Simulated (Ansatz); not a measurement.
One change: `C[SiH2][SiH]([AlH2])Cl` becomes `C[SiH2][SiH2]Cl`.

Ansatz, PBE0-D4/def2-TZVP geometries, multiplicity 1. Each molecule was computed in one conformer, which needn't be the lowest.

| property | `C[SiH2][SiH]([AlH2])Cl` |
| --- | --- |
| size of the dipole moment (B3LYP/def2-TZVPP) / D | 2.18 |
| LUMO energy (PBE/def2-TZVPP) / eV | -2.98 |
| LUMO energy (PBE0/def2-TZVPP) / eV | -2.25 |
| HOMO energy (PBE/def2-TZVPP) / eV | -6.11 |
| LUMO energy (B3LYP/def2-TZVPP) / eV | -2.43 |
| LUMO energy (ωB97M-V/def2-TZVPP) / eV | -0.63 |

**Question.** What does the change do to each property? (Estimate.)

**Answer.** Ansatz gave: 
```tsv
property	`C[SiH2][SiH2]Cl`	shift
size of the dipole moment (B3LYP/def2-TZVPP) / D	1.57	-0.61
LUMO energy (PBE/def2-TZVPP) / eV	-1.32	1.66
LUMO energy (PBE0/def2-TZVPP) / eV	-0.46	1.79
HOMO energy (PBE/def2-TZVPP) / eV	-6.76	-0.65
LUMO energy (B3LYP/def2-TZVPP) / eV	-0.64	1.79
LUMO energy (ωB97M-V/def2-TZVPP) / eV	1.31	1.94
```

With PBE0 the HOMO falls by 0.77 eV and the LUMO rises by 1.79 eV, so the gap widens by about 2.56 eV. PBE moves the HOMO by -0.65 eV and ωB97M-V by -0.90 eV. Dipoles are sizes alone; their direction can turn.

B3LYP here is the variant with VWN-RPA as its local correlation; programs differ in this.
